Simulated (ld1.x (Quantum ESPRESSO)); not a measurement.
## Which change was made? (I, TM semilocal)

- Element: I (Z = 53)
- Generator: ld1.x (Quantum ESPRESSO) 7.5
- Type: norm-conserving Troullier–Martins (semilocal form)
- Functional: LDA (PZ)
- Relativity: scalar-relativistic
- Frozen core: [Kr]
- Valence charge: 17
- Reference configuration: 4d10 5s2 5p5
- Partial waves: 5s (bound): rc 1.30 bohr; 5p (bound): rc 1.90 bohr; 4d (bound): rc 0.90 bohr
- Local potential: the d channel
- Core correction: a·sin(br)/r model core, default radius (core density twice the valence density)

Cutoffs, loose and tight: the cutoffs (Ry, on a coarse ladder) from which the occupation-weighted sum of valence levels, in a spherical-Bessel basis at the reference potential, stays within 10 and 1 mRy of its value at 400 Ry. They do not see the model core or the augmentation charge, which bear on the density cutoff. Test errors are all-electron minus pseudo excitation energies from the reference, over the configurations 4d10 5s2 5p4; 4d10 5s2 5p3; 4d10 5s2 5p2; 4d10 5s1 5p6; 4d10 5s2 5p5.3; 4d10 5s2 5p4.5; 4d9 5s2 5p5 (two spin-polarised tests are not counted in the largest error); variants that change the core or the reference have their own tests. The largest error is taken over the tests solved by every variant that gives reliable tests at all, those not shown here included: 4d10 5s1 5p6; 4d10 5s2 5p2; 4d10 5s2 5p3; 4d10 5s2 5p4; 4d10 5s2 5p4.5; 4d10 5s2 5p5.3.

The base gives: outcome: generated; cutoff, loose: 140 Ry; cutoff, tight: 230 Ry; bound ghosts: none; largest test error (meV): +29.

Q: After one change the result is: outcome: generated; cutoff, loose: 120 Ry; cutoff, tight: 180 Ry; bound ghosts: none; largest test error (meV): +10. Which change was it?
A. all radii but the core radius scaled by about 1.07 (s 1.40, p 2.04, d 0.96 bohr)
B. all radii but the core radius scaled by about 1.38 (s 1.80, p 2.62, d 1.24 bohr)
C. all radii but the core radius scaled by about 0.84 (s 1.10, p 1.60, d 0.76 bohr)
D. all radii but the core radius scaled by about 1.24 (s 1.62, p 2.36, d 1.12 bohr)

A: B. The others give: all radii but the core radius scaled by about 0.84 (s 1.10, p 1.60, d 0.76 bohr) → outcome: generated; cutoff, loose: 300 Ry; cutoff, tight: over 300 Ry; bound ghosts: s; largest test error (meV): no test is counted, since the test run did not reproduce the reference configuration | all radii but the core radius scaled by about 1.07 (s 1.40, p 2.04, d 0.96 bohr) → outcome: generated; cutoff, loose: 140 Ry; cutoff, tight: 230 Ry; bound ghosts: none; largest test error (meV): +22 | all radii but the core radius scaled by about 1.24 (s 1.62, p 2.36, d 1.12 bohr) → outcome: generated; cutoff, loose: 120 Ry; cutoff, tight: 200 Ry; bound ghosts: none; largest test error (meV): +16.
